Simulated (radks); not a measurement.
Values are calculated unless marked as measured or tabulated.
Spherical jellium clusters: N electrons in a uniform positive sphere of charge N and radius rs N^(1/3), rs = 2.16 bohr. Level of theory: non-relativistic Kohn-Sham, LDA (Slater exchange, Perdew-Wang correlation), spin-polarised, spherical densities (a radial shooting solver with Libxc functionals). Levels are named by radial order and angular momentum (1s, 1p, 1d, 2s, ...), and open shells are averaged over m.

N = 34, configuration 1s2 1p6 1d10 2s2 1f14. This is the lowest configuration that the search found. Occupied and some empty levels:

level,occupation,eigenvalue (eV),<r> (bohr)
1s,2,-12.188,3.783
1p,6,-9.7441,4.815
1d,10,-7.0644,5.540
2s,2,-6.6476,4.866
1f,14,-4.1587,6.185
2p,0,-3.4799,5.934
1g,0,-1.1391,6.981
2d,0,-0.86316,8.261

Energy (eV): total -18.6479, kinetic 182.69, external -5243.4, Hartree 2554.1, exchange-correlation -209.26, background 2697.2. Static polarisability (adiabatic kernel): 536.0 bohr^3, against R^3 = 342.6 for a classical metal sphere.
